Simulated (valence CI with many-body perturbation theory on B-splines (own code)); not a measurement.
Results of a calculation; reference values are marked as such.
## Sensitivity of CI+MBPT for Ta I

Method: relativistic CI+MBPT: five valence electrons over a frozen Dirac-Fock core [Xe] 4f14, a basis of 6 s, 6 p, 5 d, 5 f, 1 g functions for each j, with the one-electron correlation potential Σ1 (screened to all orders), the two-electron term Σ2, the three-electron term Σ3, Breit, model QED; selected single and double excitations, second order for the rest, scaled by the run's own slope (own B-spline code, finite nucleus).

Set against measurement, 6 paired levels are off by 148 cm⁻¹ on average, the worst by 320. These come from a selection out of the NIST Handbook of Basic Atomic Spectroscopic Data. Levels without a partner in it may be off by more, other configurations by 1,000 to 4,000 cm⁻¹. Among the levels kept, up to 2000 cm⁻¹ of a level comes from second order outside the variational space, and about a tenth of that is noise between levels of different J, which matters for small intervals.

The reference run has the lowest level 5d3 6s2 4F_3/2 and an ionisation energy of 7.43849 eV. Its largest variational space holds 10000 state functions.

Names give the largest LS component (configuration and term), which can be under half, so a name can repeat, a term be missing and a line seem to break the LS rules; names also repeat where a configuration has a term twice.

Changed runs:
A. Davidson tolerance 2e-05 → 0.001
B. selection threshold (hartree) 2e-08 → 1e-06; scale of Σ1 1 → 0
C. selection threshold (hartree) 2e-08 → 2e-07
D. box radius (bohr) 49.232 → 10 (bad on purpose)

Excitation energies of the reference run in cm⁻¹, and shifts in cm⁻¹:

| Level | Reference | A | B | C |
| --- | --- | --- | --- | --- |
| 5d3 6s2 4F_5/2 | 1925 | +2.7 | -400 | 0 |
| 5d3 6s2 4F_7/2 | 3861 | -0.2 | -726 | 0 |
| 5d3 6s2 4F_9/2 | 5581 | +0.3 | -927 | 0 |
| 5d3 6s2 4P_1/2 | 6234 | +4.8 | +52 | 0 |
| 5d3 6s2 4P_3/2 | 6389 | +1.4 | -180 | 0 |
| 5d3 6s2 4P_5/2 | 9409 | +3.6 | -675 | 0 |
| 5d4 6s 6D_1/2 | 9476 | +3.8 |  | 0 |
| 5d4 6s 6D_3/2 | 9791 | 0 |  | 0 |
| 5d3 6s2 2G_7/2 | 10078 | -2.6 | -1001 | 0 |
| 5d4 6s 6D_5/2 | 10844 | -0.9 |  | 0 |
| 5d3 6s2 2G_9/2 | 11039 | -0.1 | -1048 | 0 |
| 5d3 6s2 2D_3/2 | 11147 | +0.9 |  | 0 |
| Ionisation energy (eV) | 7.43849 | +0.00100 | -0.31130 | 0 |

A blank means that the level has no clear partner in that run.

No effect on these energies: C.

Run D: It gave no result. The program said: "need at least one array to concatenate".
